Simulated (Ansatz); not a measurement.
Consider the redistribution: `COB(C)F` + `C[O][Ge]([OH])([Cl])[Cl]` → `COB(F)Cl` + `C[O][Ge]([CH3])([OH])[Cl]`.

Program: Ansatz. Geometries: PBE0-D4/def2-TZVP. ΔE: electronic, gas phase. CBS: MP2 limit from def2 TZ/QZ plus the TZ coupled-cluster correction, frozen cores. DFT in def2-TZVPP. B3LYP here is the variant with VWN-RPA as its local correlation; programs differ in this. For Ge outer-core shells are correlated without core-valence functions, which leaves a few kJ/mol of doubt a bond. Scalar relativity is left out up to krypton. One conformer a species, not always the lowest.

(1) Is it downhill or uphill in electronic energy at CCSD(T)/CBS, and by how much? (Best estimate.)

(2) What do these levels give: B2PLYP, PBE, r2SCAN, B3LYP, HF/def2-TZVPP, MP2/def2-TZVPP, SCS-MP2/def2-TZVPP, CCSD/def2-TZVPP, HF/def2-QZVPP, MP2/def2-QZVPP, HF/CBS(def2), MP2/CBS(def2)? (An estimate is asked.)

Largest T1 diagnostic among the species: 0.012.

Answers

(1) Computed: Downhill: ΔE = -16.2 kJ/mol.

(2) Ansatz gave: B2PLYP -13.5, PBE -14.8, r2SCAN -13.2, B3LYP -12.4, HF/def2-TZVPP -5.1, MP2/def2-TZVPP -17.7, SCS-MP2/def2-TZVPP -15.3, CCSD/def2-TZVPP -14.0, HF/def2-QZVPP -4.7, MP2/def2-QZVPP -18.2, HF/CBS(def2) -4.6, MP2/CBS(def2) -18.8 kJ/mol.

In def2-TZVPP, CCSD(T) changes the Hartree–Fock value by −10.0 kJ/mol (the triples alone add −1.2 kJ/mol) and MP2 by −12.6 kJ/mol.
